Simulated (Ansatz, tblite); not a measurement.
Cost and result up the ladder for Nb₃S₆ (9 atoms). Total charge 0; doublet. Geometry: r2SCAN-D4/def2-SVP.

```
atom   x (Å)   y (Å)   z (Å)
 Nb1  -0.962  -0.187   0.782
 Nb2   0.411   1.494  -1.127
 Nb3   1.496  -1.126  -0.422
  S4  -2.629  -0.502   2.133
  S5  -0.485  -2.166  -0.747
  S6  -1.660   0.668  -1.509
  S7   2.409   0.471  -1.945
  S8   0.121   2.095   1.036
  S9   1.299  -0.746   1.799
```

Ansatz on 2 threads of AMD EPYC 7R13 on a shared host and a share (18 GiB) of an NVIDIA H100 80GB HBM3; xTB runs through tblite on one thread. Times are rough, summed over both states, and most runs start from the orbitals of an earlier one. PBE0-D4/def2-TZVP serves as the yardstick here, not as an exact answer. The other state is a quartet at its own geometry.

In the def2 sets Nb takes a core potential; there is no spin–orbit coupling. The xTB rows come from tblite.

xTB has no spin-polarisation term.

| level | functions | wall time |
| --- | --- | --- |
| GFN1-xTB | 81 | 0.079 s |
| GFN2-xTB | 81 | 0.23 s |
| PBE-D4/def2-TZVP (with forces) | 342 | 16 s |
| PBE0-D4/def2-TZVP | 342 | 21 s |
| r2SCAN-D4/def2-TZVP | 342 | 26 s |

Q: Estimate what each level gives for the quartet − doublet (eV).

A: 
```tsv
level	quartet − doublet (eV)	difference from PBE0-D4/def2-TZVP (eV)
GFN1-xTB	1.38	0.59
GFN2-xTB	0.89	0.10
PBE-D4/def2-TZVP (with forces)	0.99	0.20
PBE0-D4/def2-TZVP	0.79	0.00
r2SCAN-D4/def2-TZVP	0.76	-0.03
```
